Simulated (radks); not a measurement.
Effect of the nuclear size on the neodymium ion Nd3+, [Xe] 4f3. Calculated with a radial shooting solver on a logarithmic mesh with Libxc functionals: Dirac Kohn-Sham, relativistic LDA (MacDonald-Vosko exchange, VWN5 correlation), spin-unpolarised, spherical densities, finite nucleus; open shells fill j = l - 1/2 first; Fermi nuclear charge, rms radius 4.9123 fm. The rms radius is varied about that value; shifts are against it.

rms radius (fm)  total energy shift (eV)  density at nucleus (e/bohr^3)  1s1/2 shift (meV)  2s1/2 shift (meV)  4p1/2 shift (meV)  5s1/2 shift (meV)  5p1/2 shift (meV)  4f5/2 shift (meV)  6s1/2 (empty) shift (meV)
3.9986                             -4.36                      4.689e+05              -1800               -224              0.481              -1.86              0.127              0.334                     -0.388
4.5734                             -1.70                      4.551e+05               -700              -87.1              0.187             -0.724              0.049              0.130                     -0.151
4.9123                                 0                      4.479e+05              0.000              0.000              0.000              0.000              0.000              0.000                      0.000
5.0646                             0.794                      4.449e+05                327               40.7             -0.087              0.338             -0.023             -0.061                      0.071
5.8702                              5.30                      4.305e+05               2190                272             -0.584               2.26             -0.154             -0.406                      0.471

Slopes of the eigenvalues against <r^2> in GHz/fm^2, as finite differences over the two radii next to the reference (eigenvalue slopes, not the field-shift constants of lines): 1s1/2 52400, 2s1/2 6530, 4p1/2 -14.0, 5s1/2 54.3, 5p1/2 -3.71, 4f5/2 -9.75, 6s1/2 (empty) 11.3.
